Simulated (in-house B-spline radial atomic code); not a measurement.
## Ionising Sn with different functionals

Computed with a radial B-spline atomic code at the basis-set limit: four-component Dirac-Coulomb Hamiltonian, Fermi nucleus of rms radius 4.6519 fm, spin-restricted, spherical fractional occupations for the functionals. The ionisation energy is the difference of two self-consistent energies, [Kr] 4d10 5s2 5p2 → [Kr] 4d10 5s2 5p1, without Breit or QED terms; ε is the level of the shell that loses the electron (mean over j). The electron is taken from both j subshells in proportion to 2j + 1, so the result is a j average, not the step between ground levels.

Hybrids are left out here: with spherical fractional occupations of an open shell their exact exchange keeps a self-interaction that integer-occupation calculations don't have.

| method | rung | ΔSCF (eV) | -ε(5p) (eV) |
| --- | --- | --- | --- |
| LDA VWN5 | LDA | 7.11 | 3.88 |
| relativistic LDA | LDA | 7.11 | 3.88 |
| LDA PW92 | LDA | 7.11 | 3.88 |
| LDA exchange-only | LDA | 6.09 | 2.95 |
| PBE | GGA | 6.89 | 3.70 |
| PBEsol | GGA | 6.91 | 3.72 |
| BLYP | GGA | 6.81 | 3.60 |
| RPBE | GGA | 6.82 | 3.65 |
| PW91 | GGA | 6.95 | 3.75 |
| BP86 | GGA | 7.05 | 3.85 |
| AM05 | GGA | 6.86 | 3.67 |
| OLYP | GGA | 6.62 | 3.46 |

Task: How do they compare with the NIST value?

Result: NIST lists 7.344 eV (measured, ground level to ground level). Errors run from -1.25 to -0.24 eV; LDA PW92 is closest (-0.24 eV), but part of that can be cancellation, since the calculations leave out Breit-QED terms, spin polarisation, the choice among j levels, multiplet and fine-structure energies.
